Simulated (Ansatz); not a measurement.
Ansatz (a program for electronic structure) input (CCSD(T)/def2-SVPD):

Ansatz 0.2 input:
```yaml
crystal:
  periodic: [false, false, false]
  atoms:
    - {symbol: Zn, position_ang: [-0.36375970, -0.14153092, -0.00014761]}
    - {symbol: C, position_ang: [-0.38948670, -0.06407731, 1.97017739]}
    - {symbol: C, position_ang: [0.94752821, 0.31071179, 2.62619422]}
    - {symbol: H, position_ang: [-0.72662225, -1.03802582, 2.33914126]}
    - {symbol: H, position_ang: [-1.16453492, 0.64958031, 2.26737052]}
    - {symbol: H, position_ang: [0.87313812, 0.33736159, 3.71812988]}
    - {symbol: H, position_ang: [1.73671021, -0.40277017, 2.37719964]}
    - {symbol: H, position_ang: [1.29575339, 1.29551349, 2.30565997]}
    - {symbol: C, position_ang: [-0.32898606, -0.21546470, -1.97046895]}
    - {symbol: C, position_ang: [0.91021344, 0.41209477, -2.62544034]}
    - {symbol: H, position_ang: [-1.23544803, 0.27462728, -2.33993747]}
    - {symbol: H, position_ang: [-0.41769830, -1.26519257, -2.26801260]}
    - {symbol: H, position_ang: [0.87416557, 0.34247598, -3.71742082]}
    - {symbol: H, position_ang: [1.00949556, 1.47125864, -2.37608523]}
    - {symbol: H, position_ang: [1.83221814, -0.07848833, -2.30439064]}
basis:
  gaussian:
    orbitals: def2-SVPD
magnetization: {spin_polarized: false}
correlation: {method: ccsd_t, electrons: outside_noble_gas}
```

Output:

```
Functional definition: HF
integrals: 0.90 GiB planned
1913 factors; integrals over basis functions are off by at most 1.1e-3 eV
1.14 GiB of device memory are held for the factors and their scratch space
mean field: 1.28 GiB planned
mean field evaluation 1: about -52642.3896 eV, gradient 3.6e1 eV
mean field evaluation 2: about -52642.7993 eV, gradient 3.7e1 eV
mean field evaluation 4: about -52646.3904 eV, gradient 4.9e0 eV
mean field evaluation 8: about -52646.4481 eV, gradient 2.9e-1 eV
mean field evaluation 16: about -52645.2607 eV, gradient 1.7e1 eV
mean field -52646.44849449 eV, -1934.7212971279 hartree, gradient 1.0e-6 eV, S^2 0.000000; 0 other end points of the search recorded, 0 dependent functions left out
13 core orbitals not correlated
reference -52646.44849449 eV, -1934.7212971279 hartree; 19, 19 occupied and 162, 162 virtual orbitals, 1913 factors
second order -25.49020580 eV of doubles, -0.00000000 eV of singles
coupled cluster: 4.99 GiB planned
cycle   1  -25.58916013 eV  change   -9.9e-2 eV  update   1.3e-1
cycle   2  -26.27990348 eV  change   -6.9e-1 eV  update   4.7e-2
cycle   3  -26.46330298 eV  change   -1.8e-1 eV  update   2.1e-2
cycle   4  -26.46352820 eV  change   -2.3e-4 eV  update   5.8e-3
cycle   5  -26.46045953 eV  change    3.1e-3 eV  update   2.6e-3
cycle   6  -26.46017256 eV  change    2.9e-4 eV  update   8.3e-4
cycle   7  -26.45994515 eV  change    2.3e-4 eV  update   3.2e-4
cycle   8  -26.45981003 eV  change    1.4e-4 eV  update   9.2e-5
cycle   9  -26.45980460 eV  change    5.4e-6 eV  update   3.1e-5
perturbative correction -0.89085836 eV, -0.0327384410 hartree
Total energy: -52673.79915745 eV, -1935.7264154528 hartree
```
